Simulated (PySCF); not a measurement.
A GIAO shielding run with PySCF 2.14.0 with density-fitted response routines (density fitting, non-relativistic, gas phase) on SMILES C(c1c(OC)[cH+]1)F, [C5H6FO]+:

```
{"job": {"kind": "nmr", "xc": "PBE0", "basis": "pcSseg-1"}, "charge": 1, "multiplicity": 1}
C      1.994782    -0.524223    -0.777394
O      1.586367     0.730978    -0.197125
C      0.424687     0.910490     0.208335
C     -0.538300     1.735232     0.793006
C     -0.905913     0.468786     0.435842
C     -1.870258    -0.613403     0.320582
F     -1.281306    -1.699847    -0.251164
H      2.355760    -0.310128    -1.783620
H      1.180764    -1.248387    -0.808286
H      2.822504    -0.902358    -0.176663
H     -0.799458     2.680174     1.216353
H     -2.250129    -0.910714     1.310331
H     -2.723888    -0.316114    -0.307926
```

Hardware: 1 thread of an Arm Neoverse V2, shared host. The job also computes population analyses, field gradients, ring-centre shieldings.

(1) How large is the calculation?

(2) How long does it take?

Results:

(1) 52 electrons, 149 basis functions and 769 auxiliary functions.

(2) 14 s of wall time, with 14 SCF cycles and 5 response iterations. Times on a shared host scatter by some tens of per cent.
